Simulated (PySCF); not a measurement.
A series of related molecules

Theory: TDDFT CAM-B3LYP/def2-SVPD circular dichroism and optical rotation, one conformer, gas phase in PySCF 2.14.0. Geometry: GFN2-xTB.

Each molecule in one low-energy conformer. The parent is C=C[C@@H]1C[C@H]1[GeH2][PH2].

The molecule is flexible and this is one conformer; a measurement averages over conformers. The calculation is non-relativistic, which matters for the atoms heavier than Zn.

Q: How does the specific rotation at 589.3 nm (origin-invariant length gauge) change along this series?
- C=C[C@@H]1C[C@H]1[GeH2][PH2] (base)
- C=C[C@@H]1C[C@@H]1[GeH2][PH2] (diastereomer)

A: 
```tsv
molecule	[α]589 (deg dm⁻¹ (g/mL)⁻¹)	S1 (eV)	R(S1), velocity form (10⁻⁴⁰ esu² cm²)
C=C[C@@H]1C[C@H]1[GeH2][PH2]	+102.1	6.76	+25.8
C=C[C@@H]1C[C@@H]1[GeH2][PH2]	-191.3	6.41	+96.0
```
The specific rotation at 589.3 nm (origin-invariant length gauge) is lowest for C=C[C@@H]1C[C@@H]1[GeH2][PH2] and highest for C=C[C@@H]1C[C@H]1[GeH2][PH2].
